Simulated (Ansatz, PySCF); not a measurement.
Constitutional and geometric isomers with formula C2H8N2. All species are isolated molecules in the gas phase. One relaxed conformer stands for each flexible species; it need not be the lowest. Strings in code marks are SMILES.

Quantity: electronic energy of isomers of C2H8N2 relative to `NCCN`, in kJ/mol.

Level 1: LC-ωPBE/cc-pVTZ // PBE0-D3(BJ)/def2-TZVP (Ansatz, an electronic-structure program)
Level 2: LDA/cc-pVTZ // PBE0-D3(BJ)/def2-TZVP (Ansatz)
Level 3: PBE-D3(BJ)/def2-TZVP // PBE0-D3(BJ)/def2-TZVP (PySCF)
Level 4: M06-2X/6-31G* // PBE0-D3(BJ)/def2-TZVP (PySCF)

```json
[
 {"species": "`CC(N)N`", "level 2": "-4.09", "level 3": "-2.89", "level 4": "-0.17"},
 {"species": "`CNCN`", "level 2": "18.84", "level 3": "19.27", "level 4": "12.10"}
]
```

Problem. What does level 1 give for each?

Solution. 
- `CC(N)N`: -2.30
- `CNCN`: 21.98
